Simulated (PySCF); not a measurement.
## Basis and Hamiltonian dependence of the ionisation energy of Cd

Cd [Kr] 4d10 5s2 (1S) → Cd⁺ [Kr] 4d10 5s1 (2S). Calculated with PySCF 2.14 from differences of total energies of unrestricted determinants, without spin-orbit coupling. Values in eV.

```json
{"basis": "def2-SVP with the def2 core potential (28 electrons)", "Hamiltonian": "ECP", "functions": "31", "UHF": "7.337", "PBE": "n/a", "PBE0": "8.804", "MP2 (valence)": "8.408", "CCSD(T) (valence)": "8.525", "CCSD(T) (valence and next inner shell)": "n/a"}
{"basis": "cc-pVDZ-PP with ECP28MDF", "Hamiltonian": "ECP", "functions": "38", "UHF": "7.435", "PBE": "n/a", "PBE0": "8.937", "MP2 (valence)": "8.609", "CCSD(T) (valence)": "8.701", "CCSD(T) (valence and next inner shell)": "n/a"}
{"basis": "def2-TZVP with the def2 core potential (28 electrons)", "Hamiltonian": "ECP", "functions": "40", "UHF": "7.338", "PBE": "9.109", "PBE0": "n/a", "MP2 (valence)": "8.478", "CCSD(T) (valence)": "8.589", "CCSD(T) (valence and next inner shell)": "n/a"}
{"basis": "aug-cc-pVDZ-PP with ECP28MDF", "Hamiltonian": "ECP", "functions": "54", "UHF": "7.401", "PBE": "9.209", "PBE0": "8.913", "MP2 (valence)": "8.871", "CCSD(T) (valence)": "8.858", "CCSD(T) (valence and next inner shell)": "n/a"}
{"basis": "def2-TZVPPD with the def2 core potential (28 electrons)", "Hamiltonian": "ECP", "functions": "56", "UHF": "7.338", "PBE": "9.109", "PBE0": "8.817", "MP2 (valence)": "8.714", "CCSD(T) (valence)": "8.720", "CCSD(T) (valence and next inner shell)": "8.786"}
{"basis": "x2c-SVPall", "Hamiltonian": "spin-free X2C", "functions": "56", "UHF": "7.348", "PBE": "n/a", "PBE0": "n/a", "MP2 (valence)": "8.436", "CCSD(T) (valence)": "n/a", "CCSD(T) (valence and next inner shell)": "n/a"}
{"basis": "cc-pVTZ-PP with ECP28MDF", "Hamiltonian": "ECP", "functions": "63", "UHF": "7.358", "PBE": "n/a", "PBE0": "8.830", "MP2 (valence)": "8.756", "CCSD(T) (valence)": "n/a", "CCSD(T) (valence and next inner shell)": "n/a"}
{"basis": "aug-cc-pwCVDZ-PP with ECP28MDF", "Hamiltonian": "ECP", "functions": "70", "UHF": "7.333", "PBE": "9.115", "PBE0": "8.818", "MP2 (valence)": "8.798", "CCSD(T) (valence)": "8.778", "CCSD(T) (valence and next inner shell)": "8.860"}
{"basis": "x2c-TZVPPall", "Hamiltonian": "spin-free X2C", "functions": "79", "UHF": "7.331", "PBE": "9.041", "PBE0": "8.765", "MP2 (valence)": "8.718", "CCSD(T) (valence)": "8.723", "CCSD(T) (valence and next inner shell)": "8.776"}
{"basis": "aug-cc-pVTZ-PP with ECP28MDF", "Hamiltonian": "ECP", "functions": "88", "UHF": "7.346", "PBE": "9.118", "PBE0": "8.821", "MP2 (valence)": "8.894", "CCSD(T) (valence)": "8.880", "CCSD(T) (valence and next inner shell)": "n/a"}
{"basis": "def2-QZVPPD with the def2 core potential (28 electrons)", "Hamiltonian": "ECP", "functions": "88", "UHF": "7.337", "PBE": "9.115", "PBE0": "8.818", "MP2 (valence)": "8.876", "CCSD(T) (valence)": "8.853", "CCSD(T) (valence and next inner shell)": "8.930"}
{"basis": "x2c-TZVPPall with one added diffuse shell each of s, p, d, f type", "Hamiltonian": "spin-free X2C", "functions": "95", "UHF": "7.332", "PBE": "9.044", "PBE0": "8.766", "MP2 (valence)": "8.839", "CCSD(T) (valence)": "8.824", "CCSD(T) (valence and next inner shell)": "8.882"}
{"basis": "aug-cc-pVTZ-PP with one added diffuse shell each of s, p, d, f, g type with ECP28MDF", "Hamiltonian": "ECP", "functions": "113", "UHF": "7.343", "PBE": "9.115", "PBE0": "8.819", "MP2 (valence)": "8.921", "CCSD(T) (valence)": "n/a", "CCSD(T) (valence and next inner shell)": "n/a"}
{"basis": "aug-cc-pwCVTZ-PP with ECP28MDF", "Hamiltonian": "ECP", "functions": "122", "UHF": "7.328", "PBE": "9.106", "PBE0": "8.809", "MP2 (valence)": "8.886", "CCSD(T) (valence)": "n/a", "CCSD(T) (valence and next inner shell)": "n/a"}
```

Frozen in the all-electron rows: valence: [Kr]; valence and next inner shell: [Ar] 3d10; with a core potential, the same shells as far as they lie outside it.

Reference for a calculation without spin-orbit coupling: 8.994 eV (measured, between term centres; NIST).
